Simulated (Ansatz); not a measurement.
`BrB1C[SiH2]1` + `O[SiH](F)[SiH2]I` → `IB1C[SiH2]1` + `O[SiH](F)[SiH2]Br`  (redistribution)

Isolated molecules relaxed with PBE0-D4/def2-TZVP in Ansatz; ΔE leaves out vibrations. CBS: MP2 limit from def2 TZ/QZ plus the TZ coupled-cluster correction, frozen cores. DFT in def2-TZVPP. B3LYP here is the variant with VWN-RPA as its local correlation; programs differ in this. HSE06 is defined as in plane-wave codes. Elements past krypton have def2 core potentials. For Br, I outer-core shells are correlated without core-valence functions, which leaves a few kJ/mol of doubt a bond. Scalar relativity is left out up to krypton. One conformer a species, not always the lowest.

```tsv
level	ΔE (kJ/mol)	difference from CCSD(T)/CBS
LDA (SPW92)	8.5	3.8
PBE-D4	7.3	2.6
revPBE-D4	6.9	2.2
r2SCAN-D4	6.2	1.5
B97M-V	5.4	0.7
PBE0-D4	7.5	2.8
r2SCANh-D4	6.5	1.8
r2SCAN0-D4	6.8	2.1
HSE06-D4	7.5	2.8
BHLYP-D4	6.5	1.8
CAM-B3LYP-D4	6.1	1.4
ωB97X-V	6.3	1.6
ωB97M-V	6.3	1.6
B2PLYP	4.3	-0.4
PBE-QIDH	5.6	0.9
PBE	6.9	2.2
revPBE	6.3	1.6
BLYP	4.9	0.2
r2SCAN	6.1	1.4
B3LYP	5.4	0.7
r2SCANh	6.4	1.7
r2SCAN0	6.6	1.9
HSE06	7.1	2.4
BHLYP	5.4	0.7
CAM-B3LYP	5.6	0.9
LC-ωPBE	7.1	2.4
RPA@PBE/def2-TZVPP	2.1	-2.6
HF/def2-SVP	7.2	2.5
MP2/def2-SVP	5.2	0.5
CCSD/def2-SVP	5.7	1.0
CCSD(T)/def2-SVP	5.4	0.7
HF/def2-TZVPP	4.9	0.2
MP2/def2-TZVPP	3.2	-1.5
CCSD/def2-TZVPP	4.0	-0.7
CCSD(T)/def2-TZVPP	3.5	-1.2
HF/def2-QZVPP	4.6	-0.1
MP2/def2-QZVPP	3.8	-0.9
HF/CBS(def2)	4.6	-0.1
MP2/CBS(def2)	4.4	-0.3
CCSD/CBS(def2)	5.2	0.5
CCSD(T)/CBS	4.7	0
```

Largest T1 diagnostic among the species: 0.013.

Leaving LDA and LC-ωPBE aside and taking each functional with its dispersion term where it has one, the values spread over 3.2 kJ/mol, from B2PLYP to PBE0-D4.
